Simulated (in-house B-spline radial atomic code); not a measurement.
A radial electron density 4πr²n(r) was computed for an atom or ion in its tabulated ground configuration with an all-electron radial atomic-structure program (B-spline basis); method: non-relativistic Hartree-Fock, average of configuration. Columns: r (bohr), 4πr²n(r) (electrons per bohr), bar.

```
 0.00178    1.224 #
 0.00217    1.767 #
 0.00264    2.526 ##
 0.00322      3.6 ###
 0.00393    5.088 ####
 0.00479    7.093 ######
 0.00584    9.757 ########
 0.00712     13.2 ###########
 0.00869    17.51 ##############
  0.0106    22.64 ##################
  0.0129    28.33 #######################
  0.0157    34.21 ############################
  0.0192    39.72 ################################
  0.0234    43.71 ###################################
  0.0286    45.47 #####################################
  0.0348     44.6 ####################################
  0.0425    41.73 ##################################
  0.0518    38.72 ###############################
  0.0631    38.02 ###############################
   0.077    41.35 #################################
  0.0939    47.91 #######################################
   0.114    53.79 ############################################
    0.14    54.38 ############################################
    0.17    47.82 #######################################
   0.208    37.73 ###############################
   0.253    31.87 ##########################
   0.309    33.53 ###########################
   0.376    38.35 ###############################
   0.459    38.43 ###############################
   0.559    30.63 #########################
   0.682    19.18 ################
   0.832    10.54 #########
    1.01    7.101 ######
    1.24    6.553 #####
    1.51    6.008 #####
    1.84    4.426 ####
    2.24      2.5 ##
    2.73    1.054 #
    3.33   0.3199 
    4.07  0.06543 
    4.96 0.008724 
    6.05 0.0006663
```

Which atom or ion is it?
A. Zr2+
B. Kr+
C. Br+
D. Rb+

D. The area under the curve, ∫4πr²n dr = ∫r·4πr²n d(ln r) on this logarithmic grid, is 36 electrons, which only this option has. The configuration is [Ar] 3d10 4s2 4p6.
